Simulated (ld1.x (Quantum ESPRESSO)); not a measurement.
Building the TM potential for Pm (Z = 61) (Wu–Cohen, scalar-relativistic).

| Quantity | Value |
| --- | --- |
| Element | promethium |
| Generator | ld1.x (Quantum ESPRESSO) 7.5 |
| Type | norm-conserving Troullier–Martins (Kleinman–Bylander form) |
| Functional | Wu–Cohen |
| Relativity | scalar-relativistic |
| Frozen core | [Xe] |
| Valence charge | 7 |
| Reference configuration | 4f5 5d0 6s1.75 6p0.25 |
| Partial waves | 6s (bound): rc 3.70 bohr; 6p (bound): rc 4.20 bohr; 5d (bound, empty): rc 3.80 bohr; 4f (bound): rc 1.15 bohr |
| Local potential | the f channel |
| Core correction | a·sin(br)/r model core, default radius (core density twice the valence density) |

All-electron outer shells of the reference configuration (Wu–Cohen, scalar-relativistic, ld1.x):

```
shell  level (eV)  outermost node (bohr)  outermost maximum (bohr)
   5s      -42.23                   0.70                      1.29
   5p      -23.00                   0.75                      1.46
   6s       -3.74                   1.73                      3.72
   4f       -2.50                      –                      0.64
   5d       -2.06                   0.86                      2.20
   6p       -1.35                   2.09                      4.96
```

Results:

```
Cutoffs needed      : 260 Ry and 300 Ry (the cutoffs (Ry, on a coarse ladder) from which the occupation-weighted sum of valence levels, in a spherical-Bessel basis at the reference potential, stays within 10 and 1 mRy of its value at 400 Ry)
Ghost test          : ghost states, extra bound levels that the all-electron valence spectrum of the same l lacks: s at -880.3 eV, p at -596.7 eV, s at -252.5 eV, d at -159.3 eV, p at -66.1 eV; a true bound ghost makes a file unfit for plane-wave use (spherical-Bessel basis up to 400 Ry, 20 bohr box)
Configuration tests : 2 of 7 tests not solved or not reliable; not counted: 4f5 5d1 6s1 6p0 (pseudo-atom not self-consistent, printed error -271 eV); 4f4 5d0 6s2 6p0 (solver errors, printed error -12.7 eV)
```

Generation and tests took about 7.5 s on one core of a shared server CPU.
